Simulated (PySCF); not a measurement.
## In₂O: calculation against measurement

Isolated In₂O, optimised in PySCF with density fitting and no spin–orbit coupling; def2 sets carry scalar-relativistic core potentials from Rb on. All levels below give a singlet of D∞h symmetry: PBE0/def2-TZVP O–In 2.000 Å (×2); B3LYP/def2-TZVP O–In 2.018 Å (×2); PBE/def2-TZVP O–In 2.029 Å (×2).

Measured fundamentals (Jacox, Vibrational and Electronic Energy Levels of Polyatomic Transient Molecules, as compiled in the NIST Chemistry WebBook) beside computed harmonic wavenumbers, in cm⁻¹:

```json
{"mode as compiled": "Sigmag+ ino s-stretch", "computed symmetry": "σg+", "measured": "222", "medium": "gas", "PBE0/def2-TZVP": "209", "B3LYP/def2-TZVP": "202", "PBE/def2-TZVP": "195"}
{"mode as compiled": "Piu bend", "computed symmetry": "πu", "measured": "52", "medium": "gas", "PBE0/def2-TZVP": "55", "B3LYP/def2-TZVP": "58", "PBE/def2-TZVP": "45"}
{"mode as compiled": "Sigmau+ ino a-stretch", "computed symmetry": "σu+", "measured": "745.4", "medium": "neon matrix", "PBE0/def2-TZVP": "755", "B3LYP/def2-TZVP": "731", "PBE/def2-TZVP": "707"}
```

**Question.** How close does each level come?

**Answer.** Mean absolute differences: PBE0/def2-TZVP 4.1 %, B3LYP/def2-TZVP 7.2 %, PBE/def2-TZVP 10.3 %. The mean ratio of measured to computed values at PBE0/def2-TZVP is 1.001. Harmonic values should lie a little above fundamentals; matrices shift bands further, usually down by up to a few per cent.
